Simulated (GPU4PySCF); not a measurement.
perylene diimide (C₂₄H₁₀N₂O₄), SMILES c12c3C(=O)NC(=O)c1ccc1c4c5c(ccc6c5c(cc4)C(=O)NC6=O)c(cc3)c12. Atoms are numbered in the order given.

```xyz
40

O      0.0000     2.2656     5.7126
C      0.0000     1.2502     5.0559
N      0.0000     0.0000     5.6630
C      0.0000    -1.2502     5.0559
O      0.0000    -2.2656     5.7126
C      0.0000    -1.2306     3.5662
C      0.0000    -2.4212     2.8780
C      0.0000    -2.4273     1.4732
C      0.0000    -1.2509     0.7402
C      0.0000    -1.2509    -0.7402
C      0.0000    -2.4273    -1.4732
C      0.0000    -2.4212    -2.8780
C      0.0000    -1.2306    -3.5662
C      0.0000     0.0000    -2.8580
C      0.0000     1.2306    -3.5662
C      0.0000     2.4212    -2.8780
C      0.0000     2.4273    -1.4732
C      0.0000     1.2509    -0.7402
C      0.0000     1.2509     0.7402
C      0.0000     2.4273     1.4732
C      0.0000     2.4212     2.8780
C      0.0000     1.2306     3.5662
C      0.0000     0.0000     2.8580
C      0.0000     0.0000     1.4368
C      0.0000     0.0000    -1.4368
C      0.0000     1.2502    -5.0559
O      0.0000     2.2656    -5.7126
N      0.0000     0.0000    -5.6630
C      0.0000    -1.2502    -5.0559
O      0.0000    -2.2656    -5.7126
H      0.0000     0.0000     6.6791
H      0.0000    -3.3519     3.4453
H      0.0000    -3.3900     0.9676
H      0.0000    -3.3900    -0.9676
H      0.0000    -3.3519    -3.4453
H      0.0000     3.3519    -3.4453
H      0.0000     3.3900    -0.9676
H      0.0000     3.3900     0.9676
H      0.0000     3.3519     3.4453
H      0.0000     0.0000    -6.6791
```

Coordinates come from a ωB97M-D3(BJ)/def2-SVP optimisation.

Calculation: TDA-PBE/def2-SVPD (GPU4PySCF).

Vertical excitations. The molecule is in vacuum.

```tsv
state	energy (eV)	λ (nm)	f	main pairs
S1	2.21	561	0.000	HOMO−1→LUMO 100 %
S2	2.21	560	0.000	HOMO−2→LUMO 100 %
S3	2.48	501	0.836	HOMO→LUMO 91 %
S4	2.75	451	0.000	HOMO−3→LUMO 100 %
S5	2.76	450	0.000	HOMO−4→LUMO 100 %
S6	2.99	414	0.000	HOMO→LUMO+1 58 %, HOMO−7→LUMO 42 %
S7	3.03	409	0.000	HOMO−5→LUMO 85 %
S8	3.09	401	0.000	HOMO→LUMO+2 45 %, HOMO−8→LUMO 45 %, HOMO−9→LUMO 7 %
T1	1.43	866	0	HOMO→LUMO 99 %
T2	2.12	584	0	HOMO−1→LUMO 100 %
T3	2.13	583	0	HOMO−2→LUMO 100 %
T4	2.66	466	0	HOMO−3→LUMO 100 %
```
Triplets are in the Tamm–Dancoff approximation.
